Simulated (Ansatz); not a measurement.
Energy difference R1 + R2 → P1 + P2, each structure at its B3LYP-D3(BJ)/def2-TZVP stationary point, reached from a drawn start (curvature not checked).
P1: H atom, charge 0, multiplicity 2.
R1, H2 (SMILES [H][H]) (charge 0, multiplicity 1):
```xyz
2

H      0.00000     0.00000     0.37199
H      0.00000     0.00000    -0.37199
```
R2: O atom, charge 0, multiplicity 3.
P2: OH (SMILES [OH]), charge 0, multiplicity 2.

P less R. No zero-point or thermal terms; singlets are restricted closed shells; open shells are unrestricted; no spin–orbit coupling.

Correlated levels freeze the cores.

Run with Ansatz (Gaussian basis) for Hartree–Fock, density functionals and correlated methods. No computed number here is a measurement.

Total energies in hartree:

```json
[
 {"structure": "P1", "PBE/def2-TZVPPD": "-0.499616", "PBE0/def2-TZVPPD": "-0.501036", "CCSD(T)/aug-cc-pVQZ": "-0.499948"},
 {"structure": "R1", "PBE/def2-TZVPPD": "-1.166125", "PBE0/def2-TZVPPD": "-1.168497", "CCSD(T)/aug-cc-pVQZ": "-1.173865"},
 {"structure": "R2", "PBE/def2-TZVPPD": "-75.010690", "PBE0/def2-TZVPPD": "-75.019247", "CCSD(T)/aug-cc-pVQZ": "-74.995268"},
 {"structure": "P2", "PBE/def2-TZVPPD": "-75.685571", "PBE0/def2-TZVPPD": "-75.688699", "CCSD(T)/aug-cc-pVQZ": "-75.664462"}
]
```

Work out the reaction energy at each level in kcal/mol (1 hartree = 627.50947 kcal/mol), and say how far PBE/def2-TZVPPD lies from CCSD(T)/aug-cc-pVQZ.


- PBE/def2-TZVPPD: (-0.499616) + (-75.685571) − (-1.166125) − (-75.010690) = -0.008372 hartree = -5.25 kcal/mol
- PBE0/def2-TZVPPD: (-0.501036) + (-75.688699) − (-1.168497) − (-75.019247) = -0.001991 hartree = -1.25 kcal/mol
- CCSD(T)/aug-cc-pVQZ: (-0.499948) + (-75.664462) − (-1.173865) − (-74.995268) = 0.004723 hartree = 2.96 kcal/mol
PBE/def2-TZVPPD less CCSD(T)/aug-cc-pVQZ: -8.21 kcal/mol, and the two differ in sign. CCSD(T)/aug-cc-pVQZ is the level counted from, the highest shown, and no exact or measured value.

Ansatz is a first-principles code.
